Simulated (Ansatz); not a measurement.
Reaction (cleavage of the Si–Si bond): `CO[SiH](N)[SiH3]` + `[OH][GeH2][SH]` → `[SiH3][O][GeH2][SH]` + `CO[SiH2]N`

Computed with Ansatz on PBE0-D4/def2-TZVP structures; ΔE is electronic, products minus reactants. CCSD(T)/CBS adds triple-zeta CCSD(T) − MP2 to the extrapolated MP2 energy (def2 sets, frozen cores). This one scheme is used for every species. Functionals use def2-TZVPP. For Ge outer-core shells are correlated without core-valence functions, which leaves a few kJ/mol of doubt a bond. Scalar relativity is left out up to krypton. One conformer a species, not always the lowest.

`CO[SiH](N)[SiH3]`:

```xyz
14

C     1.265    0.975    1.324
O     0.609   -0.264    1.430
Si   -0.193   -0.968    0.172
N     0.756   -1.429   -1.174
Si   -1.822    0.491   -0.690
H     1.650    1.248    2.308
H     2.106    0.926    0.623
H     0.583    1.768    0.991
H    -0.751   -2.196    0.786
H     0.963   -0.800   -1.930
H     1.391   -2.210   -1.147
H    -2.909   -0.279   -1.353
H    -2.428    1.342    0.371
H    -1.221    1.397   -1.712
```

`[OH][GeH2][SH]`:

Cartesian coordinates in Å:
```
O 1.095 -0.585 0.995
Ge -0.348 0.260 0.397
S -0.649 -0.128 -1.767
H 1.100 -1.514 0.750
H -1.626 -0.267 1.070
H -0.053 1.733 0.687
H 0.480 0.501 -2.133
```

`[SiH3][O][GeH2][SH]`:

Cartesian coordinates in Å:
```
Si 0.024 -1.119 -1.311
O 0.007 -0.940 0.319
Ge 0.319 0.443 1.380
S -0.182 2.334 0.342
H -1.157 -0.466 -1.937
H 1.257 -0.535 -1.906
H -0.017 -2.576 -1.595
H -0.565 0.220 2.610
H 1.822 0.505 1.681
H -1.508 2.135 0.417
```

`CO[SiH2]N`:

Z-matrix (Å, degrees):
```
C
O 1 1.406
H 1 1.096 2 111.5
H 1 1.097 2 111.6 3 121.4
H 1 1.092 2 108.5 3 -119.3
Si 2 1.645 1 122.7 3 -65.4
N 6 1.706 2 116.5 1 62.3
H 6 1.489 2 109.1 1 -56.3
H 6 1.479 2 103.1 1 -177.3
H 7 1.005 6 122.3 2 -93.4
H 7 1.006 6 123.2 2 68.6
```

Is it downhill or uphill in electronic energy at CCSD(T)/CBS, and by how much? (Best estimate.)

Ansatz gave: Downhill: ΔE = -108.7 kJ/mol.

What do these levels give: ωB97X-V, PBE, CCSD(T)/def2-TZVPP, HF/def2-QZVPP, HF/CBS(def2), CCSD/CBS(def2)? (Best estimate.)

Ansatz gave: ωB97X-V -104.6, PBE -79.3, CCSD(T)/def2-TZVPP -109.0, HF/def2-QZVPP -139.3, HF/CBS(def2) -139.6, CCSD/CBS(def2) -112.6 kJ/mol.

Largest T1 diagnostic among the species: 0.012.

From PBE to PBE0 (25 % exact exchange), in def2-TZVPP and without D4, ΔE moves by −10.3 kJ/mol. In def2-TZVPP, CCSD(T) changes the Hartree–Fock value by +28.0 kJ/mol (the triples alone add +3.9 kJ/mol) and MP2 by +20.0 kJ/mol.
